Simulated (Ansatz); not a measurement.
Isolated molecules relaxed with PBE0-D4/def2-TZVP in Ansatz; ΔE leaves out vibrations. CCSD(T)/CBS is the MP2 limit (def2-TZVPP, def2-QZVPP) plus CCSD(T) − MP2 in def2-TZVPP, frozen cores. DFT in def2-TZVPP. B3LYP here is the variant with VWN-RPA as its local correlation; programs differ in this. Each species was taken in one conformer, which may not be the lowest.

Consider the isomerisation: `CO[SiH](O)[SiH](O)O` → `O[SiH2]C[Si](O)(O)O`.

`CO[SiH](O)[SiH](O)O`:

Z-matrix (Å, degrees):
```
C
O 1 1.411
H 1 1.097 2 111.4
H 1 1.095 2 111.3 3 -121.2
H 1 1.091 2 108.2 3 119.3
Si 2 1.644 1 123.0 3 53.5
Si 6 2.346 2 112.2 1 77.4
O 6 1.642 2 108.3 1 -166.9
H 6 1.497 2 107.2 1 -46.6
O 7 1.652 6 113.4 2 -170.1
O 7 1.645 6 103.6 2 -53.0
H 7 1.496 6 112.9 2 67.5
H 8 0.959 6 117.7 2 59.7
H 10 0.958 7 116.9 6 -98.4
H 11 0.959 7 117.7 6 -176.0
```

`O[SiH2]C[Si](O)(O)O`:

```xyz
15

O     1.045   -0.391   -2.277
Si    0.168   -1.408   -1.334
C    -1.021   -0.440   -0.259
Si   -0.153    0.750    0.855
O    -1.092    1.853    1.610
O     0.642   -0.028    2.062
O     0.858    1.575   -0.154
H     1.255    0.445   -1.841
H    -0.530   -2.356   -2.236
H     1.047   -2.200   -0.416
H    -1.613   -1.134    0.348
H    -1.713    0.108   -0.907
H    -1.316    1.670    2.524
H     1.146   -0.809    1.829
H     1.277    2.364    0.196
```

CCSD(T)/CBS gives -170.8 kJ/mol.

(1) Another level gave -168.7 kJ/mol. Which?
A. PBE0/def2-TZVPP
B. SCS-MP2/def2-TZVPP
C. B3LYP/def2-TZVPP
D. PBE-D4/def2-TZVPP

Largest T1 diagnostic among the species: 0.012.

## Answers

(1) B. SCS-MP2/def2-TZVPP -168.7, PBE0 -159.2, B3LYP -149.4, PBE-D4 -153.4 kJ/mol.

From PBE to PBE0 (25 % exact exchange), in def2-TZVPP and without D4, ΔE moves by −9.9 kJ/mol. The D4 term adds −6.7 kJ/mol with B3LYP and −3.3 kJ/mol with PBE0; it sums over pairs of atoms, weighted by their polarisabilities, and B3LYP, whose exchange is more repulsive, gets the larger term.
